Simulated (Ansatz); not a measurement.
Geometry optimisation, Ansatz 0.2.0, RKS PBE0-D4/def2-SVP.

The input (input.yaml):

```yaml
crystal:
  periodic: [false, false, false]
  atoms:
    - { symbol: C, position_ang: [-0.3995, -2.3722, -0.4542] }
    - { symbol: B, position_ang: [0.694, -1.5912, 0.3439] }
    - { symbol: Si, position_ang: [1.439, 0.0554, -0.3533] }
    - { symbol: Si, position_ang: [-0.0683, 1.5876, -0.5816] }
    - { symbol: C, position_ang: [-1.0031, 1.8109, 1.0412] }
    - { symbol: H, position_ang: [-1.3196, -1.6339, -0.5803] }
    - { symbol: H, position_ang: [-0.042, -2.6098, -1.4652] }
    - { symbol: H, position_ang: [-0.7233, -3.2229, 0.0744] }
    - { symbol: H, position_ang: [1.0766, -2.0099, 1.4176] }
    - { symbol: H, position_ang: [2.4822, 0.5526, 0.6314] }
    - { symbol: H, position_ang: [2.089, -0.2035, -1.6227] }
    - { symbol: H, position_ang: [0.4622, 2.8586, -1.0044] }
    - { symbol: H, position_ang: [-1.1623, 1.1292, -1.5905] }
    - { symbol: H, position_ang: [-1.4742, 0.8672, 1.4047] }
    - { symbol: H, position_ang: [-0.2729, 2.1495, 1.8194] }
    - { symbol: H, position_ang: [-1.8007, 2.61, 0.9639] }
basis:
  gaussian: { orbitals: def2-SVP }
hamiltonian:
  xc: pbe0
  dispersion: d4
relax:
  f_tol: 0.015
  max_steps: 40
```

Run as:

```bash
$ ansatz run input.yaml --threads 2 --pin off --max-ram 3072MiB --backend cpu --events-out ev --progress --plain --runs-dir out
```

Question: Where does it end, and by what steps?

Answer: It converged. After 18 steps the energy has fallen by 0.660 eV; H9 moved furthest, 0.86 Å.

```csv
step,energy less start (eV),largest force component (eV/Å),accepted
0,0.0000,3.271,yes
1,-0.5628,0.875,yes
2,-0.6143,0.196,yes
3,-0.6209,0.131,yes
4,-0.6307,0.212,yes
5,-0.6474,0.292,yes
6,-0.6515,0.205,yes
7,-0.6551,0.111,yes
8,-0.6573,0.054,yes
9,-0.6583,0.090,yes
10,-0.6587,0.097,yes
11,-0.6592,0.065,yes
12,-0.6595,0.023,yes
13,-0.6596,0.019,yes
14,-0.6598,0.019,yes
15,-0.6599,0.022,yes
16,-0.6600,0.019,yes
17,-0.6601,0.016,yes
18,-0.6601,0.010,yes
```

```xyz
16
Properties=species:S:1:pos:R:3
C -0.254 -2.643 -0.587
B 0.459 -1.604 0.332
Si 1.468 -0.007 -0.351
Si -0.164 1.689 -0.523
C -0.924 2.063 1.162
H -1.336 -2.406 -0.522
H 0.027 -2.633 -1.649
H -0.172 -3.668 -0.188
H 0.285 -1.691 1.531
H 2.528 0.495 0.585
H 2.080 -0.201 -1.707
H 0.451 2.928 -1.100
H -1.229 1.233 -1.475
H -1.415 1.170 1.579
H -0.150 2.389 1.874
H -1.677 2.863 1.083
```

The run took 86 s on 2 threads of Arm Neoverse V2, on a shared host, peak memory 0.33 GiB.
